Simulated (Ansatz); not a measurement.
Born–Oppenheimer molecular dynamics of Cl₂GaH₃ (6 atoms, charge 0, multiplicity 1). It starts at the highest image of a converged band, a first-order saddle point between two minima.

These are results of Ansatz 0.2.0, RKS PBE/def2-SVP, not measurements.

| Item | Value |
| --- | --- |
| ensemble | NVE (velocity Verlet) |
| time step | 0.5 fs |
| steps asked | 200 |
| starting velocities drawn for | 300 K |
| seed | 7425 |

Frames 2.5 fs apart, positions in Å, forces in eV/Å.

Velocities at 5 fs (Å/ps):

```
Ga 0.67 0.03 0.20
Cl 1.56 -0.59 1.95
H -1.29 7.17 -1.89
Cl -2.19 0.10 -2.75
H -10.38 4.18 7.84
H -12.76 3.90 8.21
```

```xyz
6
Properties=species:S:1:pos:R:3:forces:R:3 time_fs=5 energy_less_start_eV=0.093 T=120
Ga -0.020 -0.374 -0.114 -0.45 -0.67 0.00
Cl -0.105 0.033 2.366 0.04 0.94 0.61
H 1.357 0.088 -0.657 0.10 0.00 0.00
Cl -1.929 0.207 -0.988 0.22 -0.03 0.11
H -0.231 -1.941 0.726 0.12 0.60 -0.67
H -0.236 -1.179 1.635 -0.04 -0.84 -0.04
6
Properties=species:S:1:pos:R:3:forces:R:3 time_fs=7.5 energy_less_start_eV=0.072 T=161
Ga -0.019 -0.374 -0.113 -0.50 -0.54 -0.02
Cl -0.102 0.032 2.371 0.02 0.81 0.55
H 1.357 0.106 -0.661 0.04 -0.05 0.03
Cl -1.934 0.207 -0.995 0.31 -0.05 0.15
H -0.253 -1.914 0.725 0.12 0.42 -0.66
H -0.269 -1.194 1.654 0.01 -0.59 -0.05
6
Properties=species:S:1:pos:R:3:forces:R:3 time_fs=10 energy_less_start_eV=0.035 T=233
Ga -0.018 -0.375 -0.113 -0.48 -0.14 -0.11
Cl -0.098 0.033 2.378 -0.06 0.28 0.29
H 1.358 0.121 -0.664 -0.04 -0.09 0.06
Cl -1.939 0.207 -1.002 0.39 -0.06 0.18
H -0.268 -1.863 0.686 0.06 -0.04 -0.39
H -0.301 -1.242 1.670 0.14 0.05 -0.02
6
Properties=species:S:1:pos:R:3:forces:R:3 time_fs=12.5 energy_less_start_eV=0.062 T=180
Ga -0.017 -0.376 -0.112 -0.45 0.35 -0.33
Cl -0.094 0.034 2.384 -0.16 -0.28 0.03
H 1.358 0.130 -0.663 -0.07 -0.09 0.07
Cl -1.943 0.207 -1.008 0.44 -0.05 0.20
H -0.280 -1.814 0.624 -0.02 -0.59 0.02
H -0.324 -1.287 1.684 0.26 0.65 0.00
6
Properties=species:S:1:pos:R:3:forces:R:3 time_fs=15 energy_less_start_eV=0.094 T=120
Ga -0.017 -0.376 -0.112 -0.49 0.57 -0.53
Cl -0.090 0.035 2.391 -0.21 -0.62 -0.11
H 1.353 0.135 -0.658 -0.02 -0.04 0.06
Cl -1.946 0.207 -1.014 0.47 -0.02 0.22
H -0.293 -1.800 0.563 -0.05 -0.83 0.29
H -0.332 -1.295 1.699 0.30 0.94 0.08
6
Properties=species:S:1:pos:R:3:forces:R:3 time_fs=17.5 energy_less_start_eV=0.044 T=216
Ga -0.017 -0.376 -0.113 -0.64 0.20 -0.62
Cl -0.087 0.034 2.398 -0.20 -0.56 -0.09
H 1.348 0.138 -0.649 0.06 0.05 0.04
Cl -1.949 0.207 -1.019 0.49 0.03 0.23
H -0.308 -1.832 0.518 0.05 -0.45 0.24
H -0.323 -1.249 1.718 0.23 0.74 0.20
6
Properties=species:S:1:pos:R:3:forces:R:3 time_fs=20 energy_less_start_eV=0.005 T=291
Ga -0.018 -0.376 -0.113 -0.78 -0.48 -0.73
Cl -0.084 0.033 2.405 -0.05 0.18 0.31
H 1.346 0.143 -0.637 0.11 0.13 0.04
Cl -1.951 0.207 -1.024 0.49 0.08 0.24
H -0.320 -1.890 0.486 0.22 0.23 0.00
H -0.300 -1.162 1.749 0.01 -0.15 0.14
6
Properties=species:S:1:pos:R:3:forces:R:3 time_fs=22.5 energy_less_start_eV=0.078 T=151
Ga -0.019 -0.376 -0.115 -0.77 -0.92 -0.88
Cl -0.081 0.032 2.412 0.18 1.51 1.05
H 1.350 0.157 -0.624 0.06 0.17 0.06
Cl -1.952 0.207 -1.029 0.49 0.12 0.25
H -0.319 -1.935 0.455 0.31 0.67 -0.14
H -0.277 -1.087 1.785 -0.27 -1.55 -0.34
6
Properties=species:S:1:pos:R:3:forces:R:3 time_fs=25 energy_less_start_eV=0.048 T=208
Ga -0.021 -0.377 -0.117 -0.59 -0.83 -0.93
Cl -0.078 0.034 2.421 0.13 1.27 0.88
H 1.357 0.179 -0.606 -0.07 0.13 0.09
Cl -1.952 0.208 -1.034 0.47 0.13 0.25
H -0.300 -1.942 0.417 0.28 0.65 -0.05
H -0.268 -1.097 1.805 -0.22 -1.34 -0.24
6
Properties=species:S:1:pos:R:3:forces:R:3 time_fs=27.5 energy_less_start_eV=-0.024 T=346
Ga -0.024 -0.379 -0.120 -0.36 -0.29 -0.88
Cl -0.075 0.037 2.431 -0.15 -0.34 0.01
H 1.360 0.210 -0.584 -0.19 0.06 0.10
Cl -1.951 0.208 -1.037 0.46 0.10 0.25
H -0.265 -1.913 0.377 0.15 0.17 0.20
H -0.271 -1.180 1.812 0.08 0.29 0.32
6
Properties=species:S:1:pos:R:3:forces:R:3 time_fs=30 energy_less_start_eV=0.026 T=251
Ga -0.027 -0.381 -0.124 -0.19 0.32 -0.85
Cl -0.072 0.041 2.441 -0.30 -1.25 -0.40
H 1.352 0.244 -0.555 -0.20 0.05 0.07
Cl -1.949 0.209 -1.041 0.42 0.08 0.24
H -0.221 -1.874 0.348 0.02 -0.46 0.41
H -0.270 -1.249 1.837 0.25 1.26 0.53
6
Properties=species:S:1:pos:R:3:forces:R:3 time_fs=32.5 energy_less_start_eV=-0.005 T=310
Ga -0.030 -0.383 -0.129 -0.17 0.44 -0.84
Cl -0.069 0.042 2.451 -0.29 -1.22 -0.31
H 1.333 0.282 -0.522 -0.11 0.11 0.01
Cl -1.947 0.210 -1.044 0.36 0.08 0.22
H -0.175 -1.861 0.343 -0.03 -0.67 0.39
H -0.255 -1.248 1.892 0.24 1.27 0.52
```

Of the whole run (100 fs, mean temperature of the second half 481 K): The conserved energy stayed within 0.22 meV per atom of its start (net change -0.14 meV per atom), so the integration is sound. The kinetic energy rose, since the run started high on the potential surface and went downhill. It ends in pieces (ClGaH2 + ClH), so much of that is their flight and rotation, not heat. A run of 0.1 ps of so small a system gives no equilibrium averages. The orbitals stay closed-shell, which can raise the energy where a bond breaks towards radicals; this wasn't checked here.

Run time: 7 min on 1 thread of Arm Neoverse V1, on a shared host, peak memory 0.12 GiB.
